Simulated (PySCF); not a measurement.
# Er³⁷⁺: ionisation energy

Er³⁷⁺ [Ar] 3d10 4s2 4p1 [4p1/2^1, M_J = 1/2] → Er³⁸⁺ [Ar] 3d10 4s2, as a difference of total energies. All numbers are calculated (PySCF 2.14, the two-component X2C-1e Hamiltonian, in an even-tempered Gaussian basis (17 s from 4.1 bohr⁻², ratio 2.8; 13 p from 5.4 bohr⁻², ratio 2.8; 8 d from 9.5 bohr⁻², ratio 2.8; 4 f from 23 bohr⁻², ratio 3)). Correlated levels: [Ne] frozen; the 74 highest virtual spinors dropped. "Screened" scales the spin-orbit matrix elements by Boettger's factors to mimic the two-electron term; Breit and QED terms are absent.

```csv
method,ionisation energy (eV)
GHF (spin-free),1629.5
GMP2 (spin-free),1630.3
GHF (screened spin-orbit),1673.3
GMP2 (screened spin-orbit),1674.1
```

Breit and QED terms and the two-electron picture change are absent.

The spin-free rows lack the spin-orbit shift.

For comparison: 1678 ± 4 eV (theoretical estimate listed by NIST; NIST Atomic Spectra Database, ionization energies).
